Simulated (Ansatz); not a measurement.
Reaction (formal loss of a carbene): `CC1=C(C)B1` → `CC1=CB1` + `[CH2]` (triplet)

Computed with Ansatz on PBE0-D4/def2-TZVP structures; ΔE is electronic, products minus reactants. CCSD(T)/CBS is the MP2 limit (def2-TZVPP, def2-QZVPP) plus CCSD(T) − MP2 in def2-TZVPP, frozen cores. This one scheme is used for every species. Functionals use def2-TZVPP. B3LYP here is the variant with VWN-RPA as its local correlation; programs differ in this. Triplets are unrestricted, without spin–orbit coupling.

`CC1=C(C)B1`:

Cartesian coordinates in Å:
```
C -0.223 1.851 0.265
C 0.460 0.547 0.361
C 0.291 -0.746 0.001
C -0.677 -1.612 -0.700
B 1.517 -0.403 0.732
H -0.399 2.256 1.265
H -1.179 1.794 -0.262
H 0.417 2.572 -0.250
H -1.027 -2.400 -0.028
H -0.190 -2.118 -1.538
H -1.544 -1.064 -1.078
H 2.554 -0.678 1.233
```

`CC1=CB1`:

Cartesian coordinates in Å:
```
C 1.032 0.201 -0.813
C -0.140 -0.072 0.038
C -0.677 0.277 1.225
B -1.419 -0.693 0.420
H 1.734 0.904 -0.358
H 1.557 -0.732 -1.035
H 0.704 0.604 -1.775
H -0.451 0.925 2.063
H -2.338 -1.414 0.233
```

`[CH2]` (triplet):

Cartesian coordinates in Å:
```
C 0.264 -0.074 -0.034
H 0.145 0.705 0.703
H -0.408 -0.631 -0.669
```

```
             level  ΔE (kJ/mol)  difference from CCSD(T)/CBS
         r2SCAN-D4        434.8                        -19.5
           PBE0-D4        456.3                          2.0
          B3LYP-D4        449.9                         -4.4
           ωB97X-V        466.0                         11.7
           ωB97M-V        457.1                          2.8
               PBE        459.1                          4.8
            r2SCAN        433.0                        -21.3
              PBE0        450.9                         -3.4
     HF/def2-TZVPP        308.2                       -146.1
    MP2/def2-TZVPP        457.8                          3.5
   CCSD/def2-TZVPP        432.1                        -22.2
CCSD(T)/def2-TZVPP        443.2                        -11.1
    MP2/def2-QZVPP        464.2                          9.9
SCS-MP2/def2-QZVPP        465.1                         10.8
      HF/CBS(def2)        308.2                       -146.1
    CCSD/CBS(def2)        443.2                        -11.1
       CCSD(T)/CBS        454.3                            0
```

Largest T1 diagnostic among the species: 0.011.

From PBE to PBE0 (25 % exact exchange), in def2-TZVPP and without D4, ΔE moves by −8.2 kJ/mol. The D4 term adds +9.7 kJ/mol with B3LYP and +5.4 kJ/mol with PBE0; it sums over pairs of atoms, weighted by their polarisabilities, and B3LYP, whose exchange is more repulsive, gets the larger term.
